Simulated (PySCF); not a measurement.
# Two-dimensional NMR puzzle

Compound of formula C7H7FO. Correlations simulated from computed shifts and the bond graph:

HSQC (one-bond C–H):
| δH | δC |
| --- | --- |
| 7.65 | 136.4 |
| 7.40 | 122.0 |
| 4.78 | 71.5 |

COSY cross peaks (H two or three bonds apart, from the bond graph; peaks can be absent where the dihedral angle is near 90°):
| δH | δH |
| --- | --- |
| 7.65 | 7.40 |

HMBC (two and three bonds, from the bond graph):
| δH | δC |
| --- | --- |
| 7.65 | 172.7, 144.1, 136.4, 122.0, 71.5 |
| 7.40 | 172.7, 144.1, 136.4, 122.0 |
| 4.78 | 144.1, 136.4 |

Carbons without hydrogens: δ 172.7, 144.1.

Method: structure optimised with GFN2-xTB, shieldings: GIAO PBE0/pcSseg-1, in PySCF (one conformer, equivalent nuclei averaged, non-relativistic Hamiltonian, in vacuum).

Scale: ¹H (31.72 ppm), ¹³C (186.93 ppm) against TMS (reference shieldings calculated alike).

Exchangeable hydrogens are left out of these lists.

Assemble the structure.

Answers

SMILES OCc1ccc(F)cc1.

Atoms are numbered as in `[OH:1][CH2:2][c:3]1[cH:4][cH:5][c:6]([F:7])[cH:8][cH:9]1`. Hydrogens are named by the atom that carries them.

δC 172.7 is C6, an aromatic carbon bearing fluorine. δC 144.1 is C3, a substituted aromatic carbon. δC 136.4 is C4/C9, an aromatic CH (δH 7.65). δC 122.0 is C5/C8, an aromatic CH (δH 7.40). δC 71.5 is C2, an sp3 CH2 bonded to O, on an aromatic ring (δH 4.78). HMBC from δH 7.65 reaches the proton-free carbons C6, C3. HMBC from δH 7.40 reaches the proton-free carbons C6, C3. HMBC from δH 4.78 reaches the proton-free carbon C3. COSY links 7.65–7.40.

This is the structure that produced the data.

Exchangeable OH/NH protons stand at their gas-phase positions; hydrogen bonding in a real sample shifts them, mostly to higher δ. Shifts are as computed. Against solution values, carbons near 30 ppm lie about +3 ppm off and those near 130 ppm about +5 ppm. Of 1211 compounds with measured shifts, 218 miss one by over three times the rms of a fit or turn the order of signals round; such compounds aren't used in these exercises.
